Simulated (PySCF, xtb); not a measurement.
C₃H₃BO₂, SMILES C#CB(O)C=O. One conformer was computed; it need not be the lowest.

Harmonic wavenumbers (cm⁻¹) from GFN2-xTB run with xtb at its own minimum, in rising order: 63, 122, 166, 245, 269, 424, 583, 648, 673, 690, 721, 821, 903, 1115, 1333, 1373, 1760, 2203, 2631, 3362, 3577.

Task: What does PBE0-D3(BJ)/def2-SVP in PySCF give at its own minimum? (An estimate is asked for; the answer gives what the named calculation found.)

Result: 63, 115, 213, 242, 423, 490, 589, 663, 697, 718, 779, 953, 975, 1249, 1369, 1448, 1841, 2192, 2852, 3475, 3885. Paired by order, the mean absolute difference is 76 cm⁻¹ and the zero-point energies are 33.9 and 36.1 kcal/mol.
